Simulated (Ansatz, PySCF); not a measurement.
System: trichloro(methyl)silane, CH3Cl3Si, charge 0, multiplicity 1. SMILES: C[Si](Cl)(Cl)Cl
Geometry: optimised at B3LYP-D3(BJ)/def2-TZVP (Ansatz, a first-principles code).

Wanted: atomisation energy (electronic, to ground-state atoms), in kcal/mol. Correlated levels leave the core frozen unless marked. UHF or UKS for open shells. No spin-orbit coupling. Non-relativistic. The coupled-cluster limit lacks core correlation, which all-electron functionals hold. Basis-set limits of correlation are two-point, X^-3; Hartree-Fock from the larger set. The bracket is a focal-point correction in the basis named.

| level | program | atomisation energy (kcal/mol) |
|---|---|---|
| HF-D4/def2-TZVPD | PySCF + dftd4 | 535.8 |
| r2SCAN-D3(BJ)/def2-TZVPD | Ansatz + dftd3 | 685.5 |
| B3LYP-D4/def2-TZVPD | Ansatz + dftd4 | 671.6 |
| PBE0/STO-3G | Ansatz | 794.1 |

Q: Estimate the value at RI-MP2/CBS(aug-cc-pV(T+d)Z,aug-cc-pV(Q+d)Z)+[CCSD(T)-MP2]/aug-cc-pV(T+d)Z as computed with Ansatz.

A: 682.2 kcal/mol
